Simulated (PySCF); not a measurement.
**Structure and largest two-photon cross section among the few lowest singlets (linear parallel light, single beam, Lorentzian half width 0.1 eV, states within 0.08 eV summed)**

Theory: TDDFT CAM-B3LYP/aug-cc-pVDZ excited states, vertical, gas phase in PySCF 2.14.0. Geometry: PBE0-D3(BJ)/def2-SVP.

Each molecule in one low-energy conformer.

The calculation is non-relativistic, which matters for the atoms heavier than Zn.

(1) How does the largest two-photon cross section among the few lowest singlets (linear parallel light, single beam, Lorentzian half width 0.1 eV, states within 0.08 eV summed) change along this series?
- N#Cc1ccccc[cH+]1 (H replaced by CN)
- Fc1ccccc[cH+]1 (H replaced by F)
- Clc1ccc[cH+]cc1 (H replaced by Cl)
- C[Se]c1ccc[cH+]cc1 (H replaced by SeCH3)

Answers

(1) 
| molecule | S1 (eV) | f(S1) | largest σ (GM) | at photon λ (nm) |
| --- | --- | --- | --- | --- |
| N#Cc1ccccc[cH+]1 | 4.52 | 0.130 | 5.0 | 438 |
| Fc1ccccc[cH+]1 | 4.81 | 0.017 | 0.1 | 398 |
| Clc1ccc[cH+]cc1 | 4.47 | 0.017 | 2.7 | 423 |
| C[Se]c1ccc[cH+]cc1 | 3.25 | 0.029 | 4.0 | 465 |

The largest two-photon cross section among the few lowest singlets (linear parallel light, single beam, Lorentzian half width 0.1 eV, states within 0.08 eV summed) is lowest for Fc1ccccc[cH+]1 and highest for N#Cc1ccccc[cH+]1.
